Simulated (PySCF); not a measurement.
**Worked example: oscillator strength and radiative lifetime**

Be(Me)(SMe) (C₂H₆BeS), SMILES C[S][Be][CH3].

The structure is a stationary point at r2SCAN-D4/def2-SVP. Other conformers were not sampled.

PySCF 2.14.0 with TDDFT-M06-2X/def2-SVPD puts the first singlet state with f over 0.02 at 6.02 eV (vertical), with the transition dipole (0.370, 0.304, 0.170) in atomic units.

Problem. Find the oscillator strength, the wavelength and the radiative lifetime that this transition would have in vacuum if emission retraced absorption.

Solution. 
|μ|² = 0.2582 au, so |μ| = 1.29 D. ΔE = 6.02/27.211 = 0.2212 hartree. f = (2/3) ΔE |μ|² = 0.038 (the program prints 0.038).
λ = 1239.84/6.02 = 206 nm; ν = 48555 cm⁻¹.
Einstein's coefficient A = 0.6670 ν² f s⁻¹ (ν in cm⁻¹) = 6.0e7 s⁻¹, so τ = 1/A = 17 ns. This state is S3; the lower singlets have f = 0.000, 0.010. The figure is the radiative limit of this one transition; relaxation, internal conversion, crossing to triplets and a medium change what is measured.
